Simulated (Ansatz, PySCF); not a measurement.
Spin states of CMoO (SMILES [O+]#[C-]->[Mo]), each relaxed with B3LYP-D3(BJ)/def2-TZVP.
State 1 (charge 0, multiplicity 5):
| atom | x (Å) | y (Å) | z (Å) |
|---|---|---|---|
| Mo | -1.0738 | -0.8595 | -0.9792 |
| O | 0.8889 | 0.7570 | 0.7860 |
| C | 0.1517 | 0.1500 | 0.1229 |
State 2 (charge 0, multiplicity 7):
```xyz
3

Mo    -1.13926    -1.03279    -0.99869
O      0.92680     0.55216     0.89778
C      0.17930     0.52810     0.03059
```

Singlets are restricted, other states unrestricted; no spin–orbit coupling, no relativity up to Kr; see below for the cores. The largest T1 diagnostic is 0.050.

Codes used: Ansatz (Gaussian orbitals); PySCF for the dispersion terms. Values without a source in brackets are computed. In def2 rows elements past Kr take small-core potentials, without spin–orbit coupling.

**Question.** One of these levels gives 11.77 kcal/mol for the energy of the multiplicity-7 state less that of the multiplicity-5 state. Name it.
A) PBE-D4/def2-TZVPP
B) BLYP/def2-TZVPP
C) r2SCAN-D3(BJ)/def2-TZVPP
D) PBE0/def2-TZVPP

**Answer.** A, PBE-D4/def2-TZVPP. The others give 13.91 (BLYP/def2-TZVPP), 3.23 (r2SCAN-D3(BJ)/def2-TZVPP), 5.48 (PBE0/def2-TZVPP)

Ansatz is an electronic-structure program.
